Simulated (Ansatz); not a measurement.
## A family of molecules: the HOMO–LUMO gap

One atom is swapped for its congeners: Ga(CH3)(OH); Ga(CH3)(SH); Ga(CH3)(SeH). All are doublets with charge 0.

Shapes, held fixed at every level: PBE0-D4/def2-TZVP. Flexible molecules stand in one conformer, not always the lowest. Programs: Ansatz 0.2.0. Values in eV.

```csv
level,Ga(CH3)(OH),Ga(CH3)(SH),Ga(CH3)(SeH)
r2SCAN-D4/def2-TZVPP,2.02,1.90,1.76
B3LYP-D4/def2-TZVPP,2.56,2.43,2.29
BHLYP-D4/def2-TZVPP,4.86,4.66,4.47
r2SCAN0-D4/def2-TZVPP,3.75,3.57,3.39
wB97M-V/def2-TZVPP,6.91,6.70,6.46
wB97X-V/def2-TZVPP,7.22,7.00,6.74
```

At wB97X-V/def2-TZVPP the HOMO–LUMO gap falls at every step, from 7.22 to 6.74 eV. Every level shows the same order. Open shells run unrestricted unless RO is named. Relativity is left out for Ga, Se unless named. Orbital gaps aren't excitation energies, and the LUMO depends on the basis.
